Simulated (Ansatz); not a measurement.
Born–Oppenheimer molecular dynamics of a periodic cell of 32 atoms, H2CO (contents 8 H2CO, density as packed 0.74 g/cm³ with natural masses). It goes on from the last frame of an earlier run, with new velocities.

Level of theory: DFT PBE, scalar-relativistic, plane waves, PAW (Ansatz 0.2.0). Settings: accuracy low, cutoff 420 eV, k mesh 1x1x1, fermi-dirac smearing 0.02 eV, no spin polarisation.

- ensemble: NVT, Langevin thermostat
- time step: 0.5 fs
- steps asked: 280
- set temperature: 1500 K
- friction: 0.01 /fs
- seed: 3840

Frames 10 fs apart, positions in Å, forces in eV/Å.

Velocities at 50.0 fs (Å/ps):

```
O 5.32 -21.15 15.47
C -3.86 4.13 -9.65
H 42.44 32.85 4.26
H -10.43 -48.36 -6.58
O -11.83 -0.54 -4.14
C -11.82 10.25 -2.87
H -24.37 -9.89 -12.56
H 1.81 -12.61 7.26
O 8.93 -11.85 3.82
C -6.77 -15.50 26.83
H 86.47 22.36 -54.29
H -9.82 57.39 -35.37
O 7.05 6.46 -17.66
C 7.12 -5.72 -13.43
H -15.36 -4.92 18.00
H 46.89 2.18 19.04
O -11.33 -1.57 -10.95
C -21.26 -10.10 6.11
H 33.20 -38.11 6.14
H 74.60 60.57 54.42
O 12.37 -13.77 -4.48
C -7.74 3.08 3.31
H 12.40 -11.76 45.03
H -14.84 8.78 -34.42
O 8.46 -2.08 12.27
C 3.15 7.60 0.09
H -13.47 -51.77 -64.64
H -6.86 -11.08 -2.04
O -3.38 -7.49 11.24
C -9.22 4.43 1.69
H -18.63 -37.70 48.03
H -23.90 8.31 -8.38
```

```xyz
32
Lattice="8.1271 0.0000 0.0000 0.0000 8.1271 0.0000 0.0000 0.0000 8.1271" Properties=species:S:1:pos:R:3:forces:R:3 time_fs=50.0 energy_less_start_eV=0.150 T=1589
O 0.498 2.956 3.769 -0.03 0.55 1.53
C -0.046 2.422 2.855 2.85 1.40 -3.05
H -0.683 1.557 2.936 -0.95 -0.73 0.10
H 0.417 2.805 1.768 -1.65 -1.11 1.44
O 1.373 2.920 -0.655 4.56 -0.28 -0.32
C 2.644 2.955 -0.877 -3.17 -0.21 0.39
H 3.196 1.893 -1.146 -0.85 2.63 0.43
H 3.160 4.059 -0.793 -0.63 -2.48 -0.28
O 6.236 -1.943 1.485 0.24 0.61 1.00
C 5.757 -1.486 2.524 -0.94 -1.86 -2.18
H 5.880 -0.451 2.801 0.38 0.81 0.66
H 4.974 -2.127 3.007 0.39 0.43 0.64
O 1.989 7.707 3.334 -0.61 0.08 1.16
C 1.624 6.557 3.221 1.33 -0.83 -4.14
H 2.249 5.960 2.382 -0.59 0.01 1.52
H 0.665 6.025 3.427 0.25 0.78 1.01
O -0.182 5.757 5.164 1.18 -1.84 2.90
C 0.715 5.093 5.792 -4.18 2.01 -2.36
H 1.582 5.093 5.150 1.68 -0.76 0.57
H 0.504 4.496 6.739 0.59 0.83 -0.89
O 2.648 6.215 7.663 0.75 1.87 3.99
C 3.108 7.174 8.408 -0.12 -2.69 -5.15
H 3.479 7.862 7.604 0.15 1.23 1.59
H 3.360 7.234 9.504 -0.66 -0.25 -0.62
O 7.638 1.085 5.641 1.24 -1.22 0.75
C 7.820 0.782 6.819 0.51 0.29 -2.71
H 8.578 0.252 7.414 1.02 -0.54 -0.99
H 7.090 1.113 7.434 -2.85 1.04 2.72
O 4.852 2.040 0.340 2.62 2.64 0.62
C 5.808 2.835 0.609 -3.25 -2.85 2.03
H 6.777 2.637 0.226 1.30 0.32 -1.28
H 5.826 3.453 1.571 -0.56 0.11 -1.09
32
Lattice="8.1271 0.0000 0.0000 0.0000 8.1271 0.0000 0.0000 0.0000 8.1271" Properties=species:S:1:pos:R:3:forces:R:3 time_fs=60.0 energy_less_start_eV=1.026 T=1452
O 0.550 2.763 3.894 -0.17 1.18 -3.83
C -0.012 2.500 2.821 -1.27 -4.13 1.84
H -0.852 1.591 3.037 0.94 1.92 -0.79
H 0.102 2.519 1.587 0.79 1.29 2.65
O 1.319 2.920 -0.690 -4.26 0.13 1.55
C 2.457 2.968 -0.886 6.73 0.45 -1.97
H 3.015 2.128 -1.481 -0.55 0.66 0.74
H 3.232 3.895 -0.654 -1.82 -1.48 -0.08
O 6.297 -2.053 1.559 -1.55 -0.89 1.12
C 5.799 -1.573 2.579 -1.68 -0.88 -1.52
H 6.345 -0.732 2.859 0.76 2.05 1.92
H 4.684 -1.758 3.151 2.53 -0.24 -1.44
O 2.031 7.748 3.182 0.05 -1.39 -1.28
C 1.722 6.565 3.026 0.44 -0.68 2.71
H 2.365 5.684 2.453 -1.23 1.91 0.51
H 0.941 6.184 3.804 0.59 0.06 -1.88
O -0.288 5.657 5.122 -1.77 0.17 -0.71
C 0.526 5.112 5.793 2.13 1.30 3.41
H 1.465 4.702 5.508 1.03 -1.27 -1.92
H 0.770 5.265 6.913 -1.82 -0.07 -0.39
O 2.779 6.127 7.706 -0.42 -0.88 -2.09
C 2.993 7.122 8.311 2.44 3.04 4.13
H 3.596 8.185 8.115 -1.41 -2.04 -1.12
H 2.899 7.108 9.476 -0.23 0.17 -1.56
O 7.737 1.089 5.693 -1.86 1.86 -0.60
C 7.819 0.892 6.879 0.87 -3.43 -0.62
H 8.602 0.052 6.900 -0.17 0.67 2.24
H 7.051 1.071 7.742 1.04 0.19 -1.20
O 4.832 1.998 0.452 -3.43 -3.47 -0.95
C 5.659 2.782 0.659 3.15 3.55 1.29
H 6.689 2.683 0.230 0.00 0.30 0.03
H 5.482 3.676 1.321 0.17 -0.04 -0.19
32
Lattice="8.1271 0.0000 0.0000 0.0000 8.1271 0.0000 0.0000 0.0000 8.1271" Properties=species:S:1:pos:R:3:forces:R:3 time_fs=70.0 energy_less_start_eV=0.833 T=1368
O 0.631 2.616 3.863 1.85 -0.44 3.44
C -0.032 2.422 2.923 -2.67 2.41 -2.66
H -1.244 2.148 2.989 2.21 -0.17 -0.32
H 0.406 3.028 2.051 -1.07 -1.41 -0.73
O 1.208 2.876 -0.675 2.82 -0.35 -0.51
C 2.449 2.934 -0.981 -5.72 1.88 3.25
H 2.802 2.277 -1.681 1.62 -1.85 -1.99
H 2.901 3.757 -0.450 1.42 0.29 -0.26
O 6.325 -2.159 1.603 0.70 1.54 1.00
C 5.924 -1.568 2.595 -3.14 -2.84 1.10
H 6.457 -1.151 3.540 0.00 0.00 -1.67
H 4.690 -1.849 2.860 2.50 1.34 -0.40
O 2.068 7.732 3.009 0.46 1.39 0.34
C 1.792 6.573 2.986 -1.33 -2.69 -0.07
H 2.335 5.805 2.262 -0.62 0.79 1.09
H 0.887 6.158 3.587 1.26 0.29 -0.71
O -0.436 5.519 5.059 1.40 0.26 1.06
C 0.497 5.258 5.851 -3.09 -1.38 -1.74
H 1.076 4.300 5.464 0.10 1.93 1.38
H 0.358 5.748 6.873 1.26 -0.69 -0.63
O 2.925 6.024 7.748 0.63 2.68 2.25
C 2.923 7.134 8.371 -1.49 -0.79 -4.90
H 3.203 8.116 7.675 0.04 -1.81 1.98
H 2.237 7.282 9.238 1.19 0.21 -0.33
O 7.795 1.147 5.715 -0.25 -1.09 0.75
C 7.828 0.904 6.886 0.24 0.34 3.92
H 8.712 0.321 7.626 -1.39 0.74 -2.36
H 7.034 1.298 7.772 1.21 -0.88 -2.46
O 4.721 1.893 0.576 2.47 2.31 1.02
C 5.564 2.827 0.749 -3.12 -1.64 -2.13
H 6.526 2.823 0.236 0.93 -0.55 0.29
H 5.282 3.854 1.002 -0.43 0.20 0.98
32
Lattice="8.1271 0.0000 0.0000 0.0000 8.1271 0.0000 0.0000 0.0000 8.1271" Properties=species:S:1:pos:R:3:forces:R:3 time_fs=80.0 energy_less_start_eV=0.625 T=1678
O 0.742 2.474 3.849 -1.63 0.15 -2.31
C -0.071 2.455 2.903 2.42 0.41 3.69
H -1.122 2.318 2.985 -1.68 -0.60 0.95
H 0.186 2.700 1.927 1.29 0.44 -2.50
O 1.198 2.829 -0.668 -2.63 0.13 1.60
C 2.323 2.949 -0.993 1.54 0.07 0.36
H 2.797 2.496 -1.778 0.59 -2.17 -3.37
H 3.106 3.463 -0.534 0.98 2.02 2.07
O 6.397 -2.200 1.654 -0.48 -0.29 -0.01
C 5.952 -1.696 2.655 1.32 2.13 2.46
H 6.700 -1.347 3.595 -1.59 -0.87 -2.00
H 4.880 -1.318 2.855 0.62 -0.76 -0.64
O 2.163 7.772 2.854 -1.24 -2.86 1.40
C 1.825 6.564 3.001 -0.67 2.50 -1.14
H 2.341 5.865 2.354 0.64 -1.00 -0.05
H 0.865 6.114 3.472 1.28 1.19 0.01
O -0.523 5.424 4.968 0.54 0.30 1.52
C 0.279 5.353 5.876 2.80 -1.15 1.36
H 1.032 4.429 6.064 -1.79 1.31 -1.13
H 0.688 6.101 6.741 -1.83 -0.24 -1.66
O 3.076 5.989 7.869 -1.49 -1.38 0.59
C 2.727 7.090 8.215 5.05 3.06 -2.28
H 3.518 7.942 7.797 -1.80 -0.88 0.43
H 2.156 7.577 8.977 -1.60 -0.66 0.77
O 7.807 1.170 5.762 0.14 -1.69 -0.14
C 7.826 0.986 6.961 -0.99 2.54 -0.83
H 8.776 0.573 7.473 -1.39 -0.08 0.05
H 6.919 1.617 7.421 1.75 -1.87 0.69
O 4.693 1.800 0.703 -2.10 -1.44 -1.04
C 5.331 2.813 0.663 1.29 -0.96 2.69
H 6.388 2.600 0.745 1.41 0.93 -1.01
H 4.984 3.707 1.142 -0.73 1.69 -0.53
32
Lattice="8.1271 0.0000 0.0000 0.0000 8.1271 0.0000 0.0000 0.0000 8.1271" Properties=species:S:1:pos:R:3:forces:R:3 time_fs=90.0 energy_less_start_eV=1.211 T=1638
O 0.785 2.312 3.763 2.21 0.80 1.20
C -0.042 2.497 2.926 1.75 -1.54 -1.05
H -1.014 2.388 3.229 -3.61 0.45 0.56
H 0.228 2.389 1.872 0.00 0.65 -0.85
O 1.169 2.784 -0.602 1.93 0.10 0.04
C 2.360 2.878 -0.971 -3.48 -0.91 -1.72
H 2.567 2.606 -2.102 0.32 0.40 1.77
H 3.029 3.263 -0.242 1.31 0.41 0.32
O 6.452 -2.228 1.626 -2.21 0.33 1.46
C 5.928 -1.781 2.681 10.68 -2.52 -0.82
H 6.846 -1.679 3.550 -3.15 -0.24 -1.22
H 5.118 -1.245 2.733 -5.54 2.65 0.19
O 2.194 7.737 2.737 2.29 3.64 -2.61
C 1.840 6.638 2.920 -3.32 0.12 4.95
H 2.289 5.732 2.727 1.43 -2.61 -1.65
H 1.082 6.649 3.773 -0.32 -1.17 -0.83
O -0.599 5.335 5.004 -0.73 -1.93 -0.72
C 0.157 5.406 5.944 0.38 -0.01 -0.18
H 0.728 4.433 6.383 -1.16 2.32 -0.53
H 0.193 6.507 6.141 1.34 -0.40 1.72
O 3.155 5.941 8.043 0.07 2.47 -0.54
C 2.720 7.123 8.022 0.25 -3.75 1.23
H 3.324 8.035 8.041 0.37 0.18 -0.35
H 1.647 7.134 8.220 -0.62 0.99 -0.34
O 7.823 1.124 5.771 -1.16 0.69 -1.38
C 7.775 1.139 6.966 -1.97 -0.54 -0.03
H 8.321 0.505 7.499 4.63 -3.02 2.11
H 7.051 1.220 7.798 -1.90 2.21 -0.86
O 4.610 1.666 0.763 1.50 3.15 -0.38
C 5.154 2.797 0.677 0.42 -1.69 0.49
H 6.303 2.985 0.605 -1.22 -0.74 0.05
H 4.650 3.799 0.703 -0.46 -0.50 -0.04
32
Lattice="8.1271 0.0000 0.0000 0.0000 8.1271 0.0000 0.0000 0.0000 8.1271" Properties=species:S:1:pos:R:3:forces:R:3 time_fs=100.0 energy_less_start_eV=0.459 T=2111
O 0.882 2.239 3.680 -2.78 0.03 -1.32
C -0.089 2.434 2.929 3.40 2.66 -0.98
H -1.139 2.841 3.260 1.13 -1.21 -0.16
H 0.291 2.746 1.727 -1.58 -1.24 2.40
O 1.196 2.772 -0.505 -2.73 0.04 1.36
C 2.297 2.780 -0.899 3.36 0.07 -4.45
H 2.615 2.676 -2.135 -0.95 0.00 2.41
H 3.192 2.956 -0.304 -0.45 -0.07 0.21
O 6.466 -2.274 1.579 3.08 -0.93 -2.30
C 6.017 -1.848 2.578 -5.09 -1.09 3.79
H 6.075 -2.218 3.714 1.65 0.77 -1.70
H 4.951 -1.502 2.491 0.19 1.41 -0.11
O 2.300 7.763 2.532 -1.61 -5.29 2.25
C 1.863 6.630 3.029 2.44 3.17 -3.48
H 2.270 5.548 2.734 -0.20 1.94 0.41
H 0.966 6.624 3.615 -0.74 0.13 0.87
O -0.653 5.208 5.085 1.52 0.95 2.35
C -0.050 5.545 6.115 -0.09 -1.35 0.60
H 0.364 4.802 6.929 -0.81 0.39 -1.45
H 0.218 6.577 6.528 -0.71 -0.18 -1.30
O 3.243 5.978 8.186 -0.51 -0.45 0.08
C 2.701 7.032 7.936 -1.16 -2.43 -3.32
H 3.083 7.907 8.274 1.04 3.24 1.65
H 1.889 7.160 7.049 0.92 -0.43 1.54
O 7.788 1.044 5.793 0.56 -1.14 1.60
C 7.712 1.033 7.027 -0.41 0.17 -2.40
H 8.412 0.389 7.716 -1.14 0.98 -0.63
H 6.852 1.682 7.324 0.55 -0.48 1.38
O 4.532 1.600 0.808 0.43 -0.52 0.73
C 4.941 2.739 0.747 0.87 -0.99 -1.59
H 6.037 2.978 0.603 -0.36 0.12 0.84
H 4.202 3.453 0.397 0.17 1.71 0.72
32
Lattice="8.1271 0.0000 0.0000 0.0000 8.1271 0.0000 0.0000 0.0000 8.1271" Properties=species:S:1:pos:R:3:forces:R:3 time_fs=110.0 energy_less_start_eV=1.767 T=1810
O 0.942 2.142 3.584 0.15 0.58 -1.07
C 0.010 2.524 2.936 -4.01 -0.26 -0.51
H -1.120 2.751 3.531 2.50 -0.19 -1.16
H -0.229 2.558 1.670 1.46 -0.02 2.77
O 1.116 2.757 -0.376 4.17 0.62 -1.04
C 2.303 2.747 -0.841 -4.10 -1.76 -1.83
H 2.388 2.479 -2.104 0.19 0.96 3.01
H 3.195 2.704 -0.183 -0.87 0.39 -0.76
O 6.552 -2.338 1.452 -2.73 1.08 3.43
C 5.870 -2.016 2.500 1.49 1.26 -4.29
H 6.311 -2.443 3.445 -1.09 0.50 -0.01
H 4.929 -1.060 2.341 2.34 -2.80 0.83
O 2.367 7.604 2.405 1.04 5.17 -1.24
C 1.982 6.757 3.094 1.43 -6.64 -2.14
H 2.535 5.688 2.667 -1.12 1.13 2.17
H 1.044 6.660 3.571 -1.45 0.34 1.67
O -0.669 5.126 5.255 -0.44 -0.31 -1.28
C -0.293 5.583 6.303 0.44 1.61 -1.21
H -0.318 4.930 7.130 0.22 -0.55 2.01
H 0.087 6.664 6.316 -0.24 -0.88 0.48
O 3.281 5.976 8.326 -0.44 0.38 -1.32
C 2.732 6.957 7.837 0.09 -1.29 -1.19
H 2.503 7.726 8.574 -0.36 0.96 -0.50
H 2.395 7.046 6.625 0.84 -0.17 2.59
O 7.772 0.871 5.806 -0.06 -1.31 -3.55
C 7.646 0.951 6.955 1.86 1.17 6.34
H 8.300 0.325 7.906 -1.47 0.42 -2.35
H 7.264 1.870 7.490 -0.83 -0.53 -0.51
O 4.467 1.493 0.906 -0.67 -0.36 -1.55
C 4.799 2.653 0.772 -0.29 0.78 4.28
H 5.703 2.905 1.298 2.03 0.48 -0.63
H 4.135 3.585 0.908 -0.07 -0.75 -1.44
```

Of the whole run (140 fs, mean temperature of the second half 1790 K): The mean temperature of the second half is 19 % above the set value. A run of 0.14 ps of so small a system gives no equilibrium averages. Limits of this set-up: coarse k mesh, low accuracy level.

Time of the run: 16 min on 1 thread of Arm Neoverse V1, with other jobs on the host, peak memory 0.51 GiB.
